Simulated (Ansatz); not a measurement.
The cluster PbCl2⁺. The state is a doublet with charge 1. Geometry PBE0-D4/def2-TZVP, basis def2-TZVP, Ansatz.

```xyz
3

Pb   -0.2519    0.2680   -0.6653
Cl    2.0621    0.5758   -0.1146
Cl   -1.8101   -0.8438    0.7799
```

```
run  HOMO (eV)  LUMO (eV)
  A     -13.43     -12.86
  B     -13.28     -12.53
  C     -14.48     -11.82
  D     -13.68     -12.50
  E     -14.09     -12.18
```

In the def2 sets Pb takes a core potential; there is no spin–orbit coupling. HSE06 is defined as in plane-wave codes, on full-range PBE exchange. Another isomer (doublet) lies 0.33 eV lower at PBE0-D4/def2-TZVP; other spin states weren't run for this one.

HOMO and LUMO are taken over both spins.

Problem. The runs used HSE06, LDA (SPW92), PBE, PBE0, r2SCAN. Estimate which is which.

Solution. A LDA (SPW92) (0 % exact exchange); B PBE (0 % exact exchange); C PBE0 (25 % exact exchange); D r2SCAN (0 % exact exchange); E HSE06 (range-separated). Exact exchange lowers occupied and raises empty levels; among semilocal functionals meta-GGAs tend to open the gap a little, and such runs are hard to tell apart. The gap grows from 0.57 eV (LDA (SPW92)) to 2.66 eV (PBE0).
